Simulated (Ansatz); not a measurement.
Al₁₅As₁₅H₃₄, a nanocrystal cut from wurtzite AlAs (hydrogen-capped), 64 atoms. Hardware: 11 threads of AMD EPYC 7R13 on a shared host and a whole NVIDIA H100 80GB HBM3.

Single mean-field runs in def2-SVP are fitted with def2-universal-jkfit.

**Question.** How many basis functions does each of these Ansatz runs have, and roughly what does it cost? PBE0-D4/def2-SVP, charge 1 doublet at the geometry of the charge 0 singlet, energy; PBE-D4/def2-SVP, charge 1 doublet at the geometry of the charge 0 singlet, energy, from earlier orbitals; PBE0-D4/def2-SVP, charge 0 singlet, energy, from earlier orbitals; PBE-D4/def2-SVP, charge 0 singlet, energy and forces, from earlier orbitals; PBE0-D4/def2-SVP, charge -1 doublet at the geometry of the charge 0 singlet, energy; PBE-D4/def2-SVP, charge 0 singlet, relaxation, 14 steps; PBE-D4/def2-SVP, charge -1 doublet at the geometry of the charge 0 singlet, energy, from earlier orbitals; PBE0-D4/def2-SVP, charge 0 triplet at the geometry of the charge 0 singlet, energy; r2SCAN-D4/def2-SVP, charge 0 singlet, energy, from earlier orbitals; PBE-D4/def2-SVP, charge 0 triplet at the geometry of the charge 0 singlet, energy, from earlier orbitals.

**Answer.** Other jobs shared the machine, so times can vary by a factor of up to 3.

```tsv
run	functions	fitting or Cholesky vectors	wall time	peak host memory (GiB)
r2SCAN-D4/def2-SVP, charge 0 singlet, energy, from earlier orbitals	920	6522	6.5 s	1.7
PBE-D4/def2-SVP, charge 0 singlet, energy and forces, from earlier orbitals	920	6522	7 s	1.7
PBE-D4/def2-SVP, charge -1 doublet at the geometry of the charge 0 singlet, energy, from earlier orbitals	920	6522	9.5 s	1.8
PBE0-D4/def2-SVP, charge 0 singlet, energy, from earlier orbitals	920	6522	10 s	1.6
PBE-D4/def2-SVP, charge 0 triplet at the geometry of the charge 0 singlet, energy, from earlier orbitals	920	6522	16 s	1.8
PBE-D4/def2-SVP, charge 1 doublet at the geometry of the charge 0 singlet, energy, from earlier orbitals	920	6522	19 s	1.8
PBE0-D4/def2-SVP, charge -1 doublet at the geometry of the charge 0 singlet, energy	920	6522	25 s	1.9
PBE0-D4/def2-SVP, charge 1 doublet at the geometry of the charge 0 singlet, energy	920	6522	26 s	1.9
PBE0-D4/def2-SVP, charge 0 triplet at the geometry of the charge 0 singlet, energy	920	6522	27 s	1.9
PBE-D4/def2-SVP, charge 0 singlet, relaxation, 14 steps	920	6522	66 s	1.8
```
